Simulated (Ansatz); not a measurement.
`[NH2][Mo]([F])(=[S])=[S]` + H₂O → `[NH2][Mo]([OH])(=[S])=[S]` + H–F at 298.15 K and 1 bar (formal hydrolysis of a Mo–F bond).

Program: Ansatz. Geometries: PBE0-D4/def2-TZVP. ΔE: electronic, gas phase. CBS: MP2 limit from def2 TZ/QZ plus the TZ coupled-cluster correction, frozen cores. This one scheme is used for every species. Elements past krypton have def2 core potentials. For Mo outer-core shells are correlated without core-valence functions, which leaves a few kJ/mol of doubt a bond. One conformer a species, not always the lowest.

| species | CCSD(T)/CBS energy (Eh) | H − E (kJ/mol) | S (J/(mol·K)) |
| --- | --- | --- | --- |
| `[NH2][Mo]([F])(=[S])=[S]` | -1019.53735 | 104.0 | 352.3 |
| H₂O | -76.37941 | 66.4 | 188.7 |
| `[NH2][Mo]([OH])(=[S])=[S]` | -995.51088 | 133.8 | 362.9 |
| H–F | -100.39570 | 33.5 | 173.6 |

H − E and S are ideal-gas, rigid-rotor, harmonic terms from PBE0-D4/def2-TZVP, for one conformer and one mirror image of each species. 1 Eh = 2625.50 kJ/mol, R = 8.31446 J/(mol·K).

Problem. By hand: ΔE, ΔH, ΔS and ΔG.

Solution. ΔE = (-995.51088) + (-100.39570) − (-1019.53735) − (-76.37941) = 0.01018 Eh = 26.7 kJ/mol. Δ(H − E) = 133.8 + 33.5 − 104.0 − 66.4 = -3.1, so ΔH = 23.6 kJ/mol. ΔS = 362.9 + 173.6 − 352.3 − 188.7 = -4.5 J/(mol·K). ΔG = 23.6 − 298.15 × (-4.5)/1000 = 24.9 kJ/mol.

Problem. By hand: the equilibrium constant, and the temperature at which ΔG would vanish if ΔH and ΔS stayed fixed.

Solution. log₁₀ K = −ΔG/(RT ln 10) = -4.4. ΔH and −TΔS have one sign here, so there is no such temperature.

The number of gas molecules stays the same, so ΔS is small and ΔH decides. A doubt of 5 kJ/mol in ΔE shifts log₁₀ K by 0.9 here. Other conformers and mirror images would add mixing entropy, several J/(mol·K) or more a flexible species. These are equilibria of isolated gas molecules and say nothing of rates. Largest T1 diagnostic: 0.025 (customary marks: 0.02 for closed shells, 0.045 for open ones).

ΔS is within the doubt of such terms, so its sign, and with it that verdict, could turn.
